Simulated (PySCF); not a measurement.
# UHF on K²⁺ (potassium, charge +2)

Configuration: [Ne] 3s2 3p5, 2P determinant. All numbers are calculated (PySCF 2.14, the spin-free X2C one-electron Hamiltonian (Gaussian nucleus), in cc-pVDZ-X2C).

```
Total energy                                                  : -600.150227 hartree
One-electron energy                                           : -809.3113 hartree
Hartree (Coulomb) energy                                      : 241.3157 hartree
Exchange energy                                               : -32.1546 hartree
⟨S²⟩                                                          : 0.7506
⟨L²⟩                                                          : 2.002
Sum of ⟨r⟩                                                    : 12.61 bohr
Sum of ⟨r²⟩                                                   : 16.69 bohr²
Traceless quadrupole moment −½Σ⟨3z² − r²⟩ along its main axis : 0.944 e·bohr²
Langevin diamagnetic susceptibility                           : -13.2 ×10⁻⁶ cm³/mol
Time after the integrals                                      : 0.05 s of wall time on 1 thread of Neoverse-V2 (shared host)
```

```csv
shell,electrons,mean orbital energy (hartree),spread (hartree),"rms radius, mean of both spins (bohr)"
1s α,1,-135.24674,0,0.0937
1s β,1,-135.23125,0,0.0937
2s α,1,-15.63439,0,0.417
2s β,1,-15.61992,0,0.417
2p α,3,-12.56802,0.03576,0.387
2p β,3,-12.54159,0.02269,0.387
3s α,1,-2.63014,0,1.35
3s β,1,-2.48012,0,1.35
3p α,3,-1.78935,0.07940,1.53
3p β,2,-1.72484,0,1.53
```

Densities and radii are taken from the X2C orbitals without a picture-change correction, which distorts them close to the nucleus.
